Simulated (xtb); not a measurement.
F6W, triplet, at a GFN2-xTB geometry (such geometries of metal compounds can be far from the true shape) (the multiplicity is a formal guess); GFN0-xTB run with xtb 6.7.1.

Here is a job for xtb.
```
$ xtb mol.xyz --gfn 0 --uhf 2 --opt --json

# file mol.xyz
7

W     -0.00000000     0.00000000    -0.00000000
F      1.07802634    -0.71487218    -1.53249694
F     -1.07802634     0.71487218     1.53249694
F     -1.14074725     0.76591483    -1.15973268
F     -0.80247594    -1.79471434    -0.39593272
F      0.80247594     1.79471434     0.39593272
F      1.14074725    -0.76591483     1.15973268
```

Write the output that xtb gives for this input, abridged.


```
   ID    Z sym.   atoms
    1   74 W      1
    2    9 F      2-7

           -------------------------------------------------
          |                Calculation Setup                |
           -------------------------------------------------

           -------------------------------------------------
          |                 G F N 0 - x T B                 |
           -------------------------------------------------

          ...................................................
          :                      SETUP                      :
          :.................................................:
          :  # basis functions                  34          :
          :  # atomic orbitals                  33          :
          :  # shells                           15          :
          :  # electrons                        48          :
          :  electronic temp.          300.0000000     K    :
          :  accuracy                    1.0000000          :
          :  -> integral cutoff          0.2500000E+02      :
          :  -> integral neglect         0.1000000E-07      :
          ...................................................

         :::::::::::::::::::::::::::::::::::::::::::::::::::::
         ::                     SUMMARY                     ::
         :::::::::::::::::::::::::::::::::::::::::::::::::::::
         :: total energy             -26.038507242041 Eh    ::
         :: gradient norm              0.025817708533 Eh/a0 ::
         :: HOMO-LUMO gap              0.716739825890 eV    ::
         ::.................................................::
         :: H0 energy                -25.522077334249 Eh    ::
         :: repulsion energy           0.030845109945 Eh    ::
         :: electrostat energy        -0.545570146822 Eh    ::
         :: -> Gsolv                   0.000000000000 Eh    ::
         ::    -> Gsasa                0.000000000000 Eh    ::
         ::    -> Gshift               0.000000000000 Eh    ::
         :: dispersion energy         -0.001704870914 Eh    ::
         :: short-range corr.          0.000000000000 Eh    ::
         :: add. restraining           0.000000000000 Eh    ::
         :: total charge              -0.000000000000 e     ::
         :::::::::::::::::::::::::::::::::::::::::::::::::::::

      -----------------------------------------------------------
     |                   =====================                   |
[...]
 * total energy  :   -26.0385072 Eh     change        0.0000000E+00 Eh
 * total energy  :   -26.0416157 Eh     change       -0.3108489E-02 Eh
 * total energy  :   -26.0424092 Eh     change       -0.7934498E-03 Eh
 * total energy  :   -26.0424561 Eh     change       -0.4689999E-04 Eh
 * total energy  :   -26.0425076 Eh     change       -0.5148061E-04 Eh
 * total energy  :   -26.0425278 Eh     change       -0.2022301E-04 Eh
 * total energy  :   -26.0425397 Eh     change       -0.1193727E-04 Eh
 * total energy  :   -26.0425467 Eh     change       -0.6980140E-05 Eh
 * total energy  :   -26.0425511 Eh     change       -0.4427020E-05 Eh
   *** GEOMETRY OPTIMIZATION CONVERGED AFTER 9 ITERATIONS ***
         :: total energy             -26.042551128870 Eh    ::
[...]
        29                          0.2980610               8.1107
        30                          0.5970419              16.2463
        31                          0.7810070              21.2523
        32                          0.9030945              24.5745
        33                          0.9310184              25.3343
      -------------------------------------------------------------
                  HL-Gap            0.0221691 Eh            0.6033 eV
             Fermi-level            0.0000000 Eh            0.0000 eV

     #   Z          covCN         q      C6AA      α(0)
     1  74 W        4.535     1.679   303.087    39.984
     2   9 F        0.754    -0.270    12.031     3.996
     3   9 F        0.754    -0.270    12.031     3.996
     4   9 F        0.760    -0.300    12.377     4.053
     5   9 F        0.754    -0.270    12.031     3.996
     6   9 F        0.754    -0.270    12.031     3.996
     7   9 F        0.760    -0.300    12.377     4.053

 Mol. C6AA /au·bohr⁶  :       1373.958448
 Mol. C8AA /au·bohr⁸  :      89568.345434
 Mol. α(0) /au        :         64.073217

Wiberg/Mayer (AO) data.
largest (>0.10) Wiberg bond orders for each atom

 ---------------------------------------------------------------------------
     #   Z sym  total        # sym  WBO       # sym  WBO       # sym  WBO
 ---------------------------------------------------------------------------
     1  74 W    4.674 --     7 F    0.958     4 F    0.958     5 F    0.690
                             3 F    0.690     2 F    0.690     6 F    0.690
     2   9 F    0.735 --     1 W    0.690
     3   9 F    0.735 --     1 W    0.690
     4   9 F    1.031 --     1 W    0.958
     5   9 F    0.735 --     1 W    0.690
     6   9 F    0.735 --     1 W    0.690
     7   9 F    1.031 --     1 W    0.958
 ---------------------------------------------------------------------------

Topologies differ in total number of bonds
Writing topology from bond orders to xtbtopo.mol

 dipole moment from electron density (au)
     X       Y       Z
  -0.0001  -0.0001   0.0001  total (Debye):    0.000

optimized geometry written to: xtbopt.xyz

           -------------------------------------------------
          | TOTAL ENERGY              -26.042551128870 Eh   |
          | GRADIENT NORM               0.000186857539 Eh/α |
          | HOMO-LUMO GAP               0.603253262581 eV   |
           -------------------------------------------------

normal termination of xtb
```
